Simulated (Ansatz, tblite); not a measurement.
Cost and result up the ladder for In(PF3)H3 (InPH3F3) (8 atoms). Charge 0, multiplicity 1. Geometry: r2SCAN-D4/def2-SVP.

Cartesian coordinates in Å:
```
In -1.090 -0.997 0.784
P 0.755 0.691 -0.539
F 1.135 2.085 0.121
F 0.398 1.201 -2.000
F 2.220 0.146 -0.821
H -1.011 -2.186 -0.472
H -2.329 0.212 0.747
H -0.078 -1.151 2.179
```

Ansatz on 4 threads of Intel Xeon on a shared host; xTB runs through tblite on one thread. Times are rough, summed over both states, and most runs start from the orbitals of an earlier one. PBE0-D4/def2-TZVP serves as the yardstick here, not as an exact answer. The other state is a doublet.

In the def2 sets In takes a core potential; there is no spin–orbit coupling. The xTB rows come from tblite.

Run but left out: PBE-D4/def2-TZVP (charge +1 doublet: an occupied level 0.14 eV above an empty one).

Raw xTB energies of ions are shifted by several eV.

```json
{"level": "GFN2-xTB", "functions": "33", "wall time": "0.026 s", "vertical IE (eV)": "14.48", "difference from PBE0-D4/def2-TZVP (eV)": "4.16"}
{"level": "GFN1-xTB", "functions": "36", "wall time": "0.035 s", "vertical IE (eV)": "14.73", "difference from PBE0-D4/def2-TZVP (eV)": "4.40"}
{"level": "PBE0-D4/def2-TZVP", "functions": "198", "wall time": "31 s", "vertical IE (eV)": "10.33", "difference from PBE0-D4/def2-TZVP (eV)": "0.00"}
{"level": "r2SCAN-D4/def2-TZVP", "functions": "198", "wall time": "40 s", "vertical IE (eV)": "10.20", "difference from PBE0-D4/def2-TZVP (eV)": "-0.12"}
```
